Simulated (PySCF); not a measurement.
C₅H₇F, SMILES C/C=C/C=C\F. Atoms are numbered in the order given.

```xyz
13

C     -0.4435    -2.9019     0.0000
C      0.4204    -1.6812     0.0000
C     -0.0321    -0.4023     0.0000
C      0.8244     0.7687     0.0000
C      0.3884     2.0474     0.0000
F     -0.9209     2.3606     0.0000
H     -1.5213    -2.6444     0.0000
H     -0.2424    -3.5416    -0.8874
H     -0.2424    -3.5416     0.8874
H      1.5142    -1.8477     0.0000
H     -1.1206    -0.2175     0.0000
H      1.9173     0.6256     0.0000
H      1.0376     2.9379     0.0000
```

Coordinates come from a PBE-D3(BJ)/def2-SVP optimisation. The structure was generated by enumeration; whether it is a known compound was not checked. Other conformers were not sampled.

All values below come from PySCF with PBE-D3(BJ)/def2-SVP.

No scaling factor is applied to the harmonic values.

```
mode  ν (cm⁻¹)  IR (km/mol)  moving atoms (share of kinetic energy)
----  --------  -----------  --------------------------------------
1          122          0.8                          H 60 %, C 33 %
2          132          2.7                  C 44 %, F 41 %, H 16 %
3          198          6.4                          C 58 %, H 37 %
4          214          0.3                          H 67 %, C 32 %
5          296          0.1                  C 56 %, F 25 %, H 18 %
6          458          0.2                          C 72 %, H 26 %
7          480          0.7                          C 62 %, H 33 %
8          693          6.8                  C 71 %, F 15 %, H 14 %
9          742         13.5                          H 73 %, C 25 %
10         812         12.6                          H 61 %, C 39 %
11         886          0.6                          H 75 %, C 25 %
12         908          7.0                          H 65 %, C 33 %
13         976         29.2                                  H 92 %
14        1006          0.3                          H 61 %, C 39 %
15        1012         89.0                  C 45 %, H 31 %, F 24 %
16        1089          1.3                          C 64 %, H 36 %
17        1154          7.8                          C 51 %, H 46 %
18        1206         50.4                   H 67 %, C 25 %, F 9 %
19        1251         13.2                          H 81 %, C 15 %
20        1271          2.4                          H 76 %, C 24 %
21        1341          0.9                          H 75 %, C 25 %
22        1373         10.0                          H 59 %, C 40 %
23        1396          7.7                                  H 96 %
24        1409         27.9                          H 90 %, C 10 %
25        1649         56.6                                  C 92 %
26        1690         19.9                                  C 92 %
27        2950         31.1                                  H 97 %
28        3012         12.0                           H 91 %, C 9 %
29        3054          1.8                           H 91 %, C 9 %
30        3069         24.4                           H 91 %, C 9 %
31        3086         10.1                           H 92 %, C 8 %
32        3108          2.9                                  H 92 %
33        3134         10.5                           H 91 %, C 9 %
```
